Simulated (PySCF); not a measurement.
AgF (SMILES [F][Ag]), singlet, at a GFN2-xTB geometry (such geometries of metal compounds can be far from the true shape) (core potentials on Ag). Base run: DF-SVWN5/def2-SV(P) in PySCF.

Here is a job for PySCF.
```python
from pyscf import gto, scf, dft

mol = gto.Mole()
mol.atom = '''
    Ag   -0.000000   -0.000000   -0.316785
    F     0.000000    0.000000    1.654320
'''
mol.basis = 'def2-sv(p)'
mol.ecp = {'Ag': 'def2-sv(p)'}
mol.charge = 0
mol.spin = 0
mol.verbose = 4
mol.build()

mf = dft.RKS(mol)
mf.xc = 'lda,vwn'
mf = mf.density_fit(auxbasis='def2-universal-jkfit')
mf.kernel()
mf.analyze()
```

The base run was repeated with changes; each row names its change, and settings that it needs were set with it.

```
change              basis functions      E (Eh)  HOMO (eV)  HOMO-LUMO gap (eV)  dipole (D)
------------------  ---------------  ----------  ---------  ------------------  ----------
base                             38  -245.80666      -6.50                2.12        4.51
basis = LANL2DZ                  31  -244.69978      -6.57                2.19        5.07
basis = def2-SVP                 45  -245.80843      -6.52                2.19        4.46
basis = def2-SVPD                57  -245.82609      -6.92                2.40        5.22
basis = def2-TZVP               ___         ___        ___                 ___         ___
basis = def2-TZVPD               80  -245.97648      -6.93                2.41        5.10
basis = def2-TZVPP               87  -245.97561      -6.87                2.41        4.95
basis = def2-QZVP               129  -245.98675      -6.93                2.47        4.94
basis = def2-QZVPP              ___         ___      -6.93                2.47         ___
```

Question: What belongs in the gaps?

Answer: 
- basis = def2-TZVP, basis functions: 71
- basis = def2-TZVP, E (Eh): -245.97372
- basis = def2-TZVP, HOMO (eV): -6.85
- basis = def2-TZVP, HOMO-LUMO gap (eV): 2.36
- basis = def2-TZVP, dipole (D): 5.02
- basis = def2-QZVPP, basis functions: 145
- basis = def2-QZVPP, E (Eh): -245.98715
- basis = def2-QZVPP, dipole (D): 4.87

Totals compare only among sets that treat the same electrons; sets with core potentials leave the core out.
